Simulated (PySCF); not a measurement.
**Static response to an electric field**

C7H10S.
Cartesian coordinates in Å at the GFN2-xTB level; atoms count from 1:
```
atom  x, y, z in Å
C1    -1.9764   -0.8221   -0.8224
C2    -1.9249    0.4745   -0.0940
S3    -3.2029    1.4803   -0.0561
C4    -0.6575    0.8211    0.5997
C5     0.2092   -0.3260    1.0656
C6     1.2198   -0.0448    0.2433
C7     2.5537   -0.6286   -0.0447
C8     0.5370    1.1556   -0.3599
H9    -2.8637   -0.8792   -1.4474
H10   -1.0825   -0.9619   -1.4293
H11   -2.0049   -1.6384   -0.0986
H12   -0.8370    1.6038    1.3388
H13    0.0231   -1.0818    1.8062
H14    2.4482   -1.6264   -0.4711
H15    3.1388   -0.7204    0.8694
H16    3.0972   -0.0046   -0.7502
H17    1.0081    2.1145   -0.1524
H18    0.3060    1.0910   -1.4218
```

Level: PBE0/def2-SVPD (PySCF), static field, nuclei fixed, core orbitals frozen in the response. The polarisability tensor in these axes (au):

```
x   132.57 -16.73  -1.45
y   -16.73  97.32   0.86
z    -1.45   0.86  82.44
```

**Question.** What are the eigenvalues, a third of the trace, and Δα (Δα² = ½Σ(αi − αj)² over the three pairs)?

**Answer.** Principal values 82.39, 90.65 and 139.29 au; mean 104.11 au = 15.43 Å³ = 17.17 × 10⁻⁴⁰ C²·m²/J; Δα = 53.25 au (51 % of the mean).

**Question.** What is the dipole moment, and where does it point?

**Answer.** (3.39, -2.00, -0.23) D, 3.94 D in size, pointing from the negative to the positive side. Measured along this direction, the outermost atoms are S3 at the negative end and H15 and H14 at the positive end.

**Question.** What molar refraction does this α imply?

**Answer.** Lorentz–Lorenz: R = (4π/3)N_A α = 2.5225 cm³/(mol·Å³) × 15.43 Å³ = 38.9 cm³/mol, in the limit of long wavelengths.

**Question.** How large is μ²/3kT at 250 K beside α?

**Answer.** In Gaussian units μ²/3kT = 150.20 Å³ against 15.43 Å³, a ratio of 9.74; the Debye molar polarisation (4π/3)N_A(α + μ²/3kT) is 417.8 cm³/mol, leaving out the vibrational part.

**Question.** Give the principal axes and the span of the nuclei along them.

**Answer.** Largest value along (0.93, -0.37, -0.03), where the nuclei span 6.68 Å; middle along (0.37, 0.93, 0.03), 4.60 Å; least along (0.02, -0.04, 1.00), 3.31 Å. The response follows the extents in order.

**Question.** Sum over states: ᾱ = Σ f/ω², ω in Eh. What share falls to these 6 lowest TDDFT singlets (eV, f)? 2.55, 0.0001; 4.44, 0.0195; 5.26, 0.0027; 5.61, 0.2988; 5.77, 0.0597; 5.85, 0.0143.

**Answer.** They add up to 9.47 au, 9.1 % of the 104.11 au; the largest single term is 7.02 au, from the state at 5.61 eV. Terms in order: 0.01, 0.73, 0.07, 7.02, 1.33, 0.31 au. Higher excitations give the rest. The strengths listed sum to 0.395.

The structure is a single GFN2-xTB conformer in the gas phase; no vibrational or solvent corrections.
